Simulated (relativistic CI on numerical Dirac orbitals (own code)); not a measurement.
**What each ingredient does to the levels of Tb XXXI**

Base calculation: Dirac-Coulomb-Breit CI, KLI orbitals optimised for each configuration, QED by a radiative potential, unscaled Slater integrals.

Configuration list (outside the closed core [Ar] 3d10): 4s²4p⁵, 4s4p⁶, 4s²4p⁴4d, 4s4p⁵4d, 4s²4p⁴4f, 4s4p⁵4f, 4p⁶4d, 4s4p⁴4d², 4s²4p³4d4f, 4p⁶4f, 4s²4p⁴5s, 4p⁵4d4f, 4p⁶5s, 4s²4p⁴5p, 4s4p⁴4f², 4s4p⁴4d5s, 4s²4p³4f5s, 4s4p⁵5s, 4s²4p⁴5d, 4s4p⁵5p, 4s²4p⁴5f, 4s²4p⁴5g, 4s4p⁵5d, 4p⁵4f5s, 4s²4p⁴6s, 4s4p⁵5f, 4s²4p⁴6p, 4s²4p³4d², 4s²4p²4d³, 4s4p³4d³, 4s²4p²4d²4f, 4s4p³4d²4f, 4s²4p²4d²5s, 4p⁵4d², 4p⁴4d³, 4p⁴4d²4f, 4p⁴4d²5s, 4p⁵4d5s, 4p⁴4d4f5s, 4p⁴4d5s², 4s²4p³5s², 4s²4p²4d5s², 4s4p³4d5s², 4s²4p²4f5s², 4s4p³4f5s². Double excitations out of closed p, d and f shells are left out; levels of such configurations are missing from the list, as are those of other unlisted configurations, and high levels can miss mixing partners. These lack a partner that the ground configuration has and come out too high: 4s²4p⁴5p, 4s4p⁵5s, 4s²4p⁴5d, 4s4p⁵5p, 4s²4p⁴5f.

Variants: (1) Breit term removed; (2) non-relativistic limit. Shifts of the energy above 4s²4p⁵ ²P°3/2, in cm⁻¹, for the lowest level and the first level of each name with at least 55 % of one term (blank where a level changes its place among those of its configuration and J or its character, or is not in the variant):

```json
{"Level": "4s²4p⁵ ²P°3/2", "Base": "0", "Δ(1)": "0", "Δ(2)": "0"}
{"Level": "4s²4p⁵ ²P°1/2", "Base": "365798", "Δ(1)": "+4173", "Δ(2)": "-365798"}
{"Level": "4s²4p⁴4d ²D3/2", "Base": "1035528", "Δ(1)": "+2553", "Δ(2)": ""}
{"Level": "4s²4p⁴4d ⁴F9/2", "Base": "1043162", "Δ(1)": "+4757", "Δ(2)": "-116697"}
{"Level": "4s²4p⁴4d ⁴D1/2", "Base": "1282931", "Δ(1)": "+6665", "Δ(2)": ""}
{"Level": "4s²4p⁴4d ²G7/2", "Base": "1352953", "Δ(1)": "+7217", "Δ(2)": "-386461"}
{"Level": "4s²4p⁴4d ²G9/2", "Base": "1424747", "Δ(1)": "+9197", "Δ(2)": "-458255"}
{"Level": "4s4p⁵4d ⁴P°1/2", "Base": "1893334", "Δ(1)": "+3145", "Δ(2)": "-447137"}
{"Level": "4s4p⁵4d ⁴F°9/2", "Base": "1985267", "Δ(1)": "+5686", "Δ(2)": "-504140"}
```

At this charge energies of transitions that change n are usually good to better than 1 %, and those within a shell (Δn = 0) to a few per cent.

Ionisation energy from the two ground configurations alone: base 1208.2 eV; Breit term removed 1209.09 eV. The NIST ASD value (theoretical) is 1208 eV.

LS names give the leading component of a level, which can be under half, so a name can repeat, a term be missing and a line seem to break the LS rules.
